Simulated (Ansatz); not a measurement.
Reaction (ligand exchange at the Si–C bond): `C[SiH2]C1=C[SiH2]1` + `SS` → `C[SiH2]SS` + `C1=C[SiH2]1`

Isolated molecules relaxed with PBE0-D4/def2-TZVP in Ansatz; ΔE leaves out vibrations. CBS: MP2 limit from def2 TZ/QZ plus the TZ coupled-cluster correction, frozen cores. This one scheme is used for every species. Functionals use def2-TZVPP. B3LYP here is the variant with VWN-RPA as its local correlation; programs differ in this. Each species was taken in one conformer, which may not be the lowest.

```tsv
level	ΔE (kJ/mol)
B3LYP-D4	-39.6
ωB97M-V	-42.2
MP2/def2-TZVPP	-41.5
CCSD/def2-TZVPP	-37.9
```

Question: What does CCSD(T)/CBS give? (An estimate is asked.)

Answer: The calculation gave: -41.3 kJ/mol. The listed levels differ from it by 1.7, -0.9, -0.2, 3.4 kJ/mol.

Largest T1 diagnostic among the species: 0.013.
